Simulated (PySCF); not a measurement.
Molecular orbitals of SnC⁺

B3LYP at R = 2.134 Å; PySCF, scalar-relativistic core potentials, basis sets Sn aug-cc-pVDZ-PP with ECP28, C aug-cc-pVDZ. State: ⁴Σ⁻ (quartet), unpaired electrons σ ↑, π ↑↑. Only the outer orbitals are listed, counted within each symmetry, core potentials removing the inner ones.

```tsv
spin	orbital	occ.	ε (eV)	on Sn (%)	main shells (%)
α	5σ	1	-23.66	17	79 C s, 15 Sn s
α	6σ	1	-18.28	70	69 Sn s, 21 C s, 8 C p
α	7σ	1	-13.69	41	56 C p, 30 Sn p, 10 Sn s
α	3π	1	-13.40	22	77 C p, 21 Sn p
α	3π	1	-13.40	22	77 C p, 21 Sn p
α	4π	0	-9.01	80	79 Sn p, 20 C p
α	4π	0	-9.01	80	79 Sn p, 20 C p
α	8σ	0	-5.67	93	74 Sn p, 15 C p, 14 Sn d
β	5σ	1	-21.09	39	55 C s, 36 Sn s
β	6σ	1	-16.50	65	57 Sn s, 36 C s
β	3π	0	-10.07	72	71 Sn p, 27 C p
β	3π	0	-10.07	72	71 Sn p, 27 C p
β	7σ	0	-9.77	40	43 C p, 40 Sn p, 17 C s
```

Task: Which are the highest filled and the lowest empty level, where do they sit, and how wide is the gap?

Result: Highest filled α 3π at -13.40 eV (in %: 77 C p, 21 Sn p); lowest empty β 3π at -10.07 eV (in %: 71 Sn p, 27 C p); the gap at B3LYP is 3.33 eV. Both belong to one degenerate shell, split only by its one-sided filling, so this is no excitation gap.

```json
{
  "bond order (Mayer)": "1.20",
  "⟨S²⟩": "3.753",
  "charge on Sn (Mulliken, basis-dependent)": "1.26",
  "charge on Sn (Löwdin, basis-dependent)": "1.23",
  "dipole moment (positive dipole points towards C; it is taken about the centre of mass and depends on that origin)": "-0.76 D",
  "polarisability along the bond": "58.2 bohr³",
  "polarisability across the bond": "29.8 bohr³"
}
```

Spin–orbit coupling is left out. The state is the lowest determinant that a PBE0 search found; another state may lie lower at other levels.
